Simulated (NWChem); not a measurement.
GaH2F; SMILES [GaH2][F]

```xyz
4

Ga     0.0000     0.0000    -0.3468
H      0.0000     1.4231    -0.9761
H      0.0000    -1.4231    -0.9761
F      0.0000     0.0000     1.4115
```
Atoms are numbered in this order, from 1.

Computed with NWChem. Structure relaxed at the PBE0-D3(BJ)/def2-TZVP level. Vertical excitations in the gas phase; the lowest state need not have the same character in each row.

For level PBE/def2-SVPD, TDA:

```yaml
lowest excitation, singlet (eV): 5.25
lowest state with f > 0.02, singlet (eV): 6.94
lowest triplet (eV): 4.86
orbital gap (eV): 5.11
```

Task: How do the values read with level B3LYP/def2-SVPD, TDA instead?

Result: 
- lowest excitation, singlet (eV) = 5.62
- lowest state with f > 0.02, singlet (eV) = 7.48
- lowest triplet (eV) = 5.18
- orbital gap (eV) = 6.82
